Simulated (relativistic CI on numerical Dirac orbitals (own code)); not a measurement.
## Hyperfine structure of Sb²⁸⁺, mass number 125

Method of calculation: Dirac-Coulomb-Breit CI, KLI orbitals optimised for each configuration, model QED, unscaled Slater integrals (own radial code, finite nucleus).

Configurations in the expansion (outside the closed core [Ne]): 3s2.3p6.3d5, 3s2.3p5.3d6, 3s2.3p4.3d7, 3s.3p6.3d6, 3p6.3d7, 3s.3p5.3d7, 3s2.3p6.3d4.4s, 3s2.3p6.3d4.4p, 3s2.3p6.3d4.4d, 3s2.3p6.3d4.4f, 3s2.3p5.3d5.4s, 3s2.3p6.3d3.4s2, 3s.3p6.3d5.4s, 3p6.3d6.4s, 3s2.3p6.3d4.5s, 3s2.3p6.3d3.4p2. Levels of other configurations are missing.

Nuclear spin I = 7/2, μ = 2.63 μN (tables of Stone and Pyykkö). The electronic factors are computed for point nuclear moments, without core polarisation or the Bohr-Weisskopf and QED corrections.

```json
{"Level": "3s2.3p6.3d5 4G_7/2", "E (cm⁻¹)": "136585.7", "A (MHz)": "8838"}
{"Level": "3s2.3p6.3d5 4G_11/2", "E (cm⁻¹)": "144434.2", "A (MHz)": "10130"}
{"Level": "3s2.3p6.3d5 4G_9/2", "E (cm⁻¹)": "156505.3", "A (MHz)": "9292"}
{"Level": "3s2.3p6.3d5 4P_1/2", "E (cm⁻¹)": "163017.7", "A (MHz)": "-2442"}
{"Level": "3s2.3p6.3d5 2I_11/2", "E (cm⁻¹)": "223539.8", "A (MHz)": "10610"}
{"Level": "3s2.3p6.3d5 4D_1/2", "E (cm⁻¹)": "228670.6", "A (MHz)": "20840"}
```

Levels with J = 0, under 50 % of one LS term, or S terms without an open s electron are left out. Small factors come from cancelling terms and can be off by tens of per cent or more.

At this charge energies of transitions that change n are usually good to better than 1 %, and those within a shell (Δn = 0) to a few per cent. Terms inside the open d or f shell come out 10 to 20 % too wide with unscaled integrals.

(1) Give the hyperfine levels of 3s2.3p6.3d5 4G_7/2 relative to its centre of gravity.

Answers

(1) With K = F(F + 1) − I(I + 1) − J(J + 1), E = AK/2: F = 0: -139200, F = 1: -130400, F = 2: -112700, F = 3: -86170, F = 4: -50820, F = 5: -6629, F = 6: 46400, F = 7: 108300 MHz.

LS names give the leading component of a level, which can be under half, so a name can repeat, a term be missing and a line seem to break the LS rules.
